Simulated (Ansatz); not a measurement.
```xyz
17

C     2.108    0.618    0.269
Si    0.347    0.115   -0.065
C     0.277   -1.392   -1.166
C    -0.617    1.517   -0.834
O    -0.318   -0.258    1.410
Ga   -1.883   -0.805    1.959
Cl   -2.211   -1.150    4.017
Cl   -3.471   -1.130    0.585
H     2.623    0.882   -0.659
H     2.147    1.484    0.935
H     2.663   -0.195    0.743
H    -0.756   -1.701   -1.348
H     0.737   -1.189   -2.137
H     0.810   -2.234   -0.715
H    -1.657    1.230   -1.013
H    -0.614    2.398   -0.187
H    -0.184    1.809   -1.795
```

Charge 0, multiplicity 1.

**Question.** List the B3LYP/def2-TZVPP orbital energies in eV (the Gaussian-basis code of Ansatz). (Estimate.)

**Answer.** Computed: Occupied: -10139.26, -2762.71, -2762.70, -1798.97, -1250.92, -1108.19, -1108.09, -1108.05, -520.54, -276.22, -276.22, -276.17, -257.44, -257.43, -196.46, -196.45, -196.34, -196.32, -196.32, -196.30, -151.13, -143.41, -104.58, -104.36, -104.29, -98.78, -98.71, -98.71, -26.99, -24.60, -24.50, -24.30, -24.24, -23.81, -22.34, -21.97, -19.57, -18.71, -18.68, -14.20, -12.38, -11.65, -11.52, -11.42, -11.07, -11.03, -10.69, -10.61, -10.55, -10.00, -9.62, -9.45, -9.30, -9.20, -9.00, -8.12, -8.09. Lowest empty: -1.78, -1.16, 0.63, 1.44, 1.69, 1.72, 2.10, 2.27.

B3LYP here is the variant with VWN-RPA as its local correlation; programs differ in this.
